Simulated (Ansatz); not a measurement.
C2H9BClNSi (`BN(CC)[SiH2]Cl`), relaxed with RKS PBE0-D4/def2-TZVP in the Gaussian-basis code of Ansatz from a GFN2-xTB geometry. The force threshold is 0.005 eV/Å; the program also tests the step.

Charge 0, multiplicity 1.

Start:

```xyz
15

B    -0.150    1.815   -0.670
N     0.295    0.538   -0.312
C    -0.447   -0.638   -0.759
C    -1.371   -1.168    0.332
Si    1.638    0.311    0.787
Cl    2.409   -1.526    0.500
H    -1.084    1.933   -1.367
H     0.431    2.746   -0.265
H     0.253   -1.424   -1.057
H    -1.038   -0.360   -1.634
H    -2.045   -0.382    0.663
H    -0.791   -1.512    1.186
H    -1.958   -2.000   -0.049
H     1.184    0.382    2.178
H     2.674    1.284    0.469
```

```tsv
step	energy (eV)	largest force (eV/Å)	largest move (Å)
1	-24779.6628	0.882	0.000
2	-24779.7353	0.299	0.072
3	-24779.7473	0.214	0.075
4	-24779.7520	0.129	0.038
5	-24779.7524	0.328	0.152
6	-24779.7591	0.135	0.030
7	-24779.7618	0.191	0.075
8	-24779.7656	0.232	0.115
9	-24779.7672	0.099	0.026
10	-24779.7681	0.041	0.039
11	-24779.7684	0.030	0.045
13	-24779.7686	0.010	0.007
15	-24779.7687	0.010	0.017
17	-24779.7689	0.029	0.013
19	-24779.7694	0.035	0.095
21	-24779.7699	0.068	0.009
23	-24779.7710	0.022	0.036
25 (rejected)	-24779.7704	0.182	0.172
27	-24779.7743	0.039	0.097
29	-24779.7755	0.035	0.073
31	-24779.7765	0.051	0.049
33	-24779.7771	0.015	0.038
35	-24779.7772	0.007	0.012
36	-24779.7772	0.004	0.001
```

End:

```xyz
15

B    -0.031    1.723   -0.769
N     0.310    0.461   -0.269
C    -0.478   -0.730   -0.609
C    -1.582   -0.997    0.395
Si    1.696    0.244    0.750
Cl    3.165   -0.782   -0.263
H    -0.980    1.827   -1.494
H     0.631    2.673   -0.464
H     0.189   -1.597   -0.679
H    -0.902   -0.582   -1.605
H    -2.275   -0.154    0.432
H    -1.177   -1.149    1.398
H    -2.143   -1.893    0.118
H     1.349   -0.605    1.913
H     2.227    1.561    1.147
```

It took 66 s on 2 threads of an AMD EPYC 7R13 on a shared host and a share of an NVIDIA H100 80 GB, with 0.93 GiB of host memory at the peak.
